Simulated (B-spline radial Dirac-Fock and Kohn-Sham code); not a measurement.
## Elastic and transport cross sections of potassium for electrons

Method: relativistic (Dirac) partial waves in the static field of the Dirac-Fock atom with Furness-McCarthy exchange, without polarisation or absorption potentials. Computed with an atomic code on a B-spline grid. σ_tr1 and σ_tr2 weight the cross section with 1 − P₁ and 1 − P₂ of cos θ; "backward" is the share scattered beyond 90°.

```tsv
energy (eV)	σ (a₀²)	σ_tr1 (a₀²)	σ_tr2 (a₀²)	σ/σ_tr1	backward (%)
3000	3.16	0.139	0.273	22.8	0.95
3110	3.08	0.131	0.259	23.5	0.90
3490	2.82	0.109	0.220	25.9	0.78
4850	2.20	0.0640	0.136	34.3	0.50
5000	2.14	0.0609	0.130	35.2	0.48
5710	1.93	0.0489	0.106	39.5	0.41
6010	1.85	0.0449	0.0978	41.3	0.38
6880	1.66	0.0358	0.0793	46.4	0.32
6940	1.65	0.0353	0.0782	46.7	0.32
7760	1.51	0.0293	0.0656	51.5	0.28
8500	?	?	?	?	?
9960	1.23	0.0192	0.0439	64.0	0.20
10000	1.22	0.0190	0.0436	64.2	0.20
11200	1.11	0.0157	0.0363	70.9	0.18
11400	1.09	0.0152	0.0352	72.0	0.17
11900	1.06	0.0141	0.0328	74.7	0.16
13800	0.930	0.0109	0.0257	85.1	0.14
14900	0.871	0.00957	0.0226	91.0	0.12
18600	0.719	0.00650	0.0156	111	0.095
```

Q: Fill in the row for 8.5 keV.

A: σ = 1.40 a₀², σ_tr1 = 0.0251 a₀², σ_tr2 = 0.0567 a₀², σ/σ_tr1 = 55.7, backward 0.25 %. The ratio σ/σ_tr1 is roughly the number of elastic collisions that randomise the direction.
